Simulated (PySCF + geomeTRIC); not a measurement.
Level of theory: BP86-D3(BJ)/def2-SVP (PySCF + geomeTRIC). fastk is a local helper that only speeds up exchange builds. No frequencies were computed at this level.

```python
import json, numpy as np
from pyscf import gto, dft
from fastk import lowrank_exchange
atoms = """
Sc    -0.000198     0.000219     0.000066
Br    -0.071104     0.491552    -2.425248
Br    -1.376919     1.326187     1.572531
Br     1.448221    -1.817955     0.852650
"""
def scf(charge, spin, dm0=None):
    mol = gto.M(atom=atoms, basis='def2-svp', ecp={}, charge=charge, spin=spin, verbose=3, max_memory=10080)
    mf = dft.KS(mol, xc='bp86').density_fit(auxbasis="def2-universal-jkfit")
    mf.disp = 'd3bj'
    mf.grids.level = 3
    mf.conv_tol = 1e-8
    mf.max_cycle = 120
    mf.level_shift = 0.25
    mf.kernel(dm0)
    if not mf.converged:
        mf = mf.newton().run(mf.mo_coeff, mf.mo_occ).undo_soscf()
    return mf
mf = scf(0, 0)
from pyscf.geomopt.geometric_solver import kernel as optimize
path = []
done, mol = optimize(mf, maxsteps=120, assert_convergence=False, callback=lambda env: path.append((env["energy"], bool(env["g_scanner"].converged))))
res = dict(converged=bool(done and path[-1][1]), energy=path[-1][0], path=[e for e, c in path], xyz=mol.atom_coords(unit="Angstrom").tolist(), nao=mol.nao)
json.dump(res, open("result.json", "w"))
```

Output:

```
converged SCF energy = -8483.31104938151
Geometry optimization cycle 1
converged SCF energy = -8483.31104934079
cycle 1: E = -8483.31104934  dE = -8483.31  norm(grad) = 0.019888
Geometry optimization cycle 2
converged SCF energy = -8483.31268124842
cycle 2: E = -8483.31268125  dE = -0.00163191  norm(grad) = 0.0048697
Geometry optimization cycle 3
converged SCF energy = -8483.31276890739
cycle 3: E = -8483.31276891  dE = -8.7659e-05  norm(grad) = 0.000488799
Geometry optimization cycle 4
converged SCF energy = -8483.31277026143
cycle 4: E = -8483.31277026  dE = -1.35404e-06  norm(grad) = 0.000140107
Geometry optimization cycle 5
converged SCF energy = -8483.31277125713
cycle 5: E = -8483.31277126  dE = -9.95704e-07  norm(grad) = 0.000210078
<class 'geometric.internal.Distance'> : 3
<class 'geometric.internal.Angle'> : 2
<class 'geometric.internal.OutOfPlane'> : 1
<class 'geometric.internal.TranslationX'> : 1
<class 'geometric.internal.TranslationY'> : 1
<class 'geometric.internal.TranslationZ'> : 1
<class 'geometric.internal.RotationA'> : 1
<class 'geometric.internal.RotationB'> : 1
<class 'geometric.internal.RotationC'> : 1
Step    0 : Gradient = 9.944e-03/1.156e-02 (rms/max) Energy = -8483.3110493408
Step    1 : Displace = 5.397e-02/6.288e-02 (rms/max) Trust = 1.000e-01 (=) Grad = 2.435e-03/2.831e-03 (rms/max) E (change) = -8483.3126812484 (-1.632e-03) Quality = 0.805
Step    2 : Displace = 1.061e-02/1.258e-02 (rms/max) Trust = 1.414e-01 (+) Grad = 2.444e-04/2.811e-04 (rms/max) E (change) = -8483.3127689074 (-8.766e-05) Quality = 0.896
Step    3 : Displace = 9.743e-04/1.275e-03 (rms/max) Trust = 2.000e-01 (+) Grad = 7.005e-05/9.291e-05 (rms/max) E (change) = -8483.3127702614 (-1.354e-06) Quality = 1.218
Step    4 : Displace = 7.318e-04/9.765e-04 (rms/max) Trust = 2.828e-01 (+) Grad = 1.050e-04/1.400e-04 (rms/max) E (change) = -8483.3127712571 (-9.957e-07) Quality = 1.615
Converged! =D
```

Cost: about 2.1 core-minutes (a rough figure).
